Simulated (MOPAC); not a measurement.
MOPAC input (PM6):

```
PM6 FORCE THERMO(298,298) PRECISE LET CHARGE=1 GEO-OK AUX(PRECISION=9) THREADS=1
C4H9O

C    -0.92219861 1   -1.09977328 1   -0.51347102 1
C     0.29127336 1   -0.18059069 1   -0.51688643 1
C     1.57588068 1   -0.89044673 1   -0.09567735 1
C     0.10854402 1    1.02940884 1    0.34370412 1
O    -1.09768870 1    1.32544229 1    0.67977164 1
H    -1.08777656 1   -1.58643117 1    0.45907128 1
H    -1.85383636 1   -0.58565651 1   -0.79086686 1
H    -0.79850922 1   -1.92249271 1   -1.24084488 1
H     0.43548544 1    0.21491014 1   -1.57951438 1
H     1.76873546 1   -1.75757349 1   -0.75726761 1
H     2.47435372 1   -0.26273908 1   -0.16531413 1
H     1.52462536 1   -1.31184324 1    0.91887245 1
H     0.96506979 1    1.64666480 1    0.67028427 1
H    -1.21408925 1    2.17319177 1    1.26542512 1
```

Output:

```
 *******************************************************************************
 **                                                                           **
 **                              MOPAC v23.2.5                                **
 **                                                                           **
 *******************************************************************************
 ** MOPAC's Digital Object Identifier: https://doi.org/10.5281/zenodo.6511958 **
 **                                                                           **
 ** Please cite the open-source release paper for use of this MOPAC version:  **
 ** J. E. Moussa and J. J. P. Stewart (2026)                                  **
 ** MOPAC: An open-source semiempirical molecular orbital program             **
 ** J. Open Source Softw., 11(119), 8025, https://doi.org/10.21105/joss.08025 **
 *******************************************************************************

                              PM6 CALCULATION RESULTS

 *******************************************************************************
 *  PM6        - The PM6 Hamiltonian to be used
 *  GEO-OK     - OVERRIDE INTERATOMIC DISTANCE AND OTHER SAFETY CHECKS
 *
 *
 *
 *                 CHARGE ON SYSTEM = +1
 *
 *
 *
 *  LET        - OVERRIDE SOME SAFETY CHECKS
 *  PRECISE    - TIGHTER CRITERIA TO BE USED
 *  FORCE      - FORCE CALCULATION SPECIFIED
 *  AUX        - OUTPUT AUXILIARY INFORMATION
 *  THERMO     - THERMODYNAMIC QUANTITIES TO BE CALCULATED
 *******************************************************************************
PM6 FORCE THERMO(298,298) PRECISE LET CHARGE=1 GEO-OK AUX(PRECISION=9) THREADS=1
 C4H9O

   ATOM   CHEMICAL          X               Y               Z
  NUMBER   SYMBOL      (ANGSTROMS)     (ANGSTROMS)     (ANGSTROMS)

     1       C         -0.92219861  *  -1.09977328  *  -0.51347102  *
     2       C          0.29127336  *  -0.18059069  *  -0.51688643  *
     3       C          1.57588068  *  -0.89044673  *  -0.09567735  *
     4       C          0.10854402  *   1.02940884  *   0.34370412  *
     5       O         -1.09768870  *   1.32544229  *   0.67977164  *
     6       H         -1.08777656  *  -1.58643117  *   0.45907128  *
     7       H         -1.85383636  *  -0.58565651  *  -0.79086686  *
     8       H         -0.79850922  *  -1.92249271  *  -1.24084488  *
     9       H          0.43548544  *   0.21491014  *  -1.57951438  *
    10       H          1.76873546  *  -1.75757349  *  -0.75726761  *
    11       H          2.47435372  *  -0.26273908  *  -0.16531413  *
    12       H          1.52462536  *  -1.31184324  *   0.91887245  *
    13       H          0.96506979  *   1.64666480  *   0.67028427  *
    14       H         -1.21408925  *   2.17319177  *   1.26542512  *

          CARTESIAN COORDINATES

    NO.       ATOM           X           Y           Z

     1         C         -0.9222     -1.0998     -0.5135
     2         C          0.2913     -0.1806     -0.5169
     3         C          1.5759     -0.8904     -0.0957
     4         C          0.1085      1.0294      0.3437
[...]
 TRAVEL (Ang.)       0.2614         C  1 -- H  6         +12.4% ( 36.3%)     82.9%
 REDUCED MASS        0.3700         C  3 -- H 10          +9.9% ( 32.5%)     99.1%
 EFFECTIVE MASS      1.4619
 FORCE CONSTANT      1.5504

 VIBRATION         33   33A           ATOM PAIR      ENERGY CONTRIBUTION    RADIAL
 FREQUENCY          2677.00         C  1 -- H  7         +34.6% ( 60.7%)     98.0%
 TRANSITION DIPOLE   0.5835         C  1 -- H  6         +30.5% ( 57.0%)     97.3%
 TRAVEL (Ang.)       0.3009         C  3 -- H 11         +17.3% ( 42.9%)     98.0%
 REDUCED MASS        0.2781         C  3 -- H 12         +15.6% ( 40.8%)     97.4%
 EFFECTIVE MASS      1.4667
 FORCE CONSTANT      1.1743

 VIBRATION         34   34A           ATOM PAIR      ENERGY CONTRIBUTION    RADIAL
 FREQUENCY          2682.65         C  3 -- H 12         +32.0% ( 58.3%)     97.8%
 TRANSITION DIPOLE   1.1578         C  3 -- H 11         +31.9% ( 58.1%)     97.5%
 TRAVEL (Ang.)       0.3059         C  1 -- H  6         +17.3% ( 42.9%)     98.2%
 REDUCED MASS        0.2686         C  1 -- H  7         +14.9% ( 39.8%)     96.8%
 EFFECTIVE MASS      1.4848
 FORCE CONSTANT      1.1388

 VIBRATION         35   35A           ATOM PAIR      ENERGY CONTRIBUTION    RADIAL
 FREQUENCY          2776.69         C  3 -- H 11         +22.4% ( 45.5%)     95.8%
 TRANSITION DIPOLE   0.6515         C  3 -- H 12         +22.1% ( 45.2%)     95.8%
 TRAVEL (Ang.)       0.3716         C  3 -- H 10         +18.7% ( 41.5%)     94.8%
 REDUCED MASS        0.1758         C  1 -- H  6         +12.8% ( 34.4%)     96.0%
 EFFECTIVE MASS      1.1467         C  1 -- H  7         +12.7% ( 34.3%)     95.7%
 FORCE CONSTANT      0.7988         C  1 -- H  8         +10.9% ( 31.8%)     94.9%

 VIBRATION         36   36A           ATOM PAIR      ENERGY CONTRIBUTION    RADIAL
 FREQUENCY          2782.20         C  1 -- H  6         +22.5% ( 45.5%)     95.7%
 TRANSITION DIPOLE   0.5134         C  1 -- H  7         +20.6% ( 43.6%)     95.1%
 TRAVEL (Ang.)       0.3719         C  1 -- H  8         +20.2% ( 43.2%)     95.0%
 REDUCED MASS        0.1752         C  3 -- H 12         +12.9% ( 34.5%)     95.6%
 EFFECTIVE MASS      1.1548         C  3 -- H 11         +12.0% ( 33.3%)     95.3%
 FORCE CONSTANT      0.7992         C  3 -- H 10         +11.4% ( 32.4%)     94.7%

      SYMMETRY NUMBER FOR POINT-GROUP C1  =  1

          SYSTEM IS A GROUND STATE

 C4H9O

          MOLECULE IS NOT LINEAR

          THERE ARE 36 GENUINE VIBRATIONS IN THIS SYSTEM
          THIS THERMODYNAMICS CALCULATION IS LIMITED TO
          MOLECULES WHICH HAVE NO INTERNAL ROTATIONS

                    CALCULATED THERMODYNAMIC PROPERTIES
                                          *
   TEMP. (K)   PARTITION FUNCTION   H.O.F.    ENTHALPY  HEAT CAPACITY ENTROPY
                                   KCAL/MOL   CAL/MOLE    CAL/K/MOL  CAL/K/MOL

 298.00  VIB.     0.3962D+02                  2533.3871    17.5438    15.8130
         ROT.     0.9486D+05                   888.2803     2.9808    25.7544
         INT.     0.3758D+07                  3421.6674    20.5246    41.5674
         TRA.     0.6044D+27                  1480.4672     4.9680    38.7823
         TOT.                      129.984    4902.1346    25.4926    80.3498

   *: NOTE: HEATS OF FORMATION ARE RELATIVE TO THE
            ELEMENTS IN THEIR STANDARD STATE AT 298K
              (=  Standard Enthalpy of Formation).

            Hvib:  Zero-point energy is not included.
                   frequencies of less than zero cm-1 are not included.
            Hrot = (3/2)RT
            Htra = (3/2)RT + pV = (5/2)RT

            Heat capacity is Cp, not Cv

          For more information, see: HTTP://OpenMOPAC.net/Manual/thermochemistry.html

           FORCE CONSTANT IN CARTESIAN COORDINATES (Millidynes/A)

    ATOM   CHEMICAL       X               Y               Z
   NUMBER   SYMBOL  FORCE CONSTANT  FORCE CONSTANT  FORCE CONSTANT

      1       C        6.912390        6.387574        6.154079
      2       C        7.595568        6.954018        5.602565
      3       C        6.540884        6.651512        6.039974
      4       C        8.310792        6.271243        6.258547
      5       O        4.882857        4.760798        4.480157
      6       H        1.260751        1.445319        2.602417
      7       H        1.273556        3.521166        0.509805
      8       H        1.180773        1.165463        2.923482
      9       H        0.963003        1.314071        2.835616
     10       H        0.923788        1.626976        2.694599
     11       H        4.078381        0.700276        0.520298
     12       H        0.801771        1.719084        2.787813
     13       H        3.506635        0.602323        0.844185
     14       H        0.916423        1.354742        2.137260

 **********************
 *                    *
 * JOB ENDED NORMALLY *
 *                    *
 **********************

 == MOPAC DONE ==
```

The dipole moment of an ion depends on the origin.
